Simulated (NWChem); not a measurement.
Species: SiN$_{3}$H$_{7}$; SMILES N[SiH](N)N

```xyz
11

Si    -0.0083     0.0373     0.3250
N     -0.1299     1.6634    -0.2559
N      1.2438    -1.0496    -0.1728
N     -1.4556    -0.7118    -0.2371
H      0.2451     0.2095     1.7920
H      0.4284     2.3937     0.1699
H     -0.2904     1.8507    -1.2395
H      2.1502    -1.0134     0.2784
H      1.3283    -1.3322    -1.1430
H     -2.3353    -0.2136    -0.1742
H     -1.5781    -1.7114    -0.1281
```
Atoms are numbered in this order, from 1.

Level: PBE0/def2-SVP (NWChem), optimised geometry, unscaled harmonic frequencies. 

Problem. List the harmonic frequencies with IR intensities, and the thermochemistry.

Solution. 
```csv
frequency (cm⁻¹),IR intensity (km/mol)
206,7.6
246,4.3
272,3.6
299,1.3
339,235.8
358,1.3
418,176.5
431,176.1
438,74.6
719,7.6
722,11.7
789,61.1
823,1.0
854,59.4
906,50.7
953,240.6
966,251.8
1529,104.6
1539,38.4
1539,39.2
2202,202.1
3611,20.7
3612,19.1
3622,24.9
3715,12.4
3715,34.3
3727,29.6
```

| Item | Value |
|---|---|
| zero-point energy | 55.1 kcal/mol |
| thermal correction to the enthalpy at 298.15 K (with zero-point energy) | 60.0 kcal/mol |
| heat capacity Cv | 25.3 cal/(mol K) |
| entropy at 298.15 K and 1 atm (symmetry number 1) | 77.5 cal/(mol K) |
| dipole moment | 1.23 D |

Rigid rotor and harmonic oscillator.
